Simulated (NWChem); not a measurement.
Lowest excitation of isocyanic acid (CHNO)

```
C
O 1 1.1649
N 1 1.2104 2 172.97
H 3 1.0086 1 128.31 2 180.00
```
Charge 0, spin multiplicity 1.

The numbers come from NWChem runs, not from measurements. Structure: optimised with PBE0/def2-SVP, a minimum by its harmonic frequencies.

Basis set: aug-cc-pVDZ.

Relative cost: rough, from shared machines, SCF included, TD-PBE = 1.

The correlated methods keep 3 core orbitals frozen. B3LYP has NWChem's definition, with VWN1-RPA local correlation. GW and range-separated runs recompute their integrals, the others keep them in memory, which bears on the times. Coupled-cluster values serve here as a point of comparison, not as the truth.

| method | lowest vertical singlet excitation energy (eV) | relative cost |
|---|---|---|
| TD-PBE | 6.52 | 1 |
| TD-B3LYP | 6.57 | under 3 |
| TD-CAM-B3LYP | 6.56 | under 3 |
| CIS | [?] | under 3 |
| EOM-CCSD | [?] | 3 |

### Question
Fill in the missing entries.

### Answer

- CIS, lowest vertical singlet excitation energy (eV): 7.12
- EOM-CCSD, lowest vertical singlet excitation energy (eV): 6.75
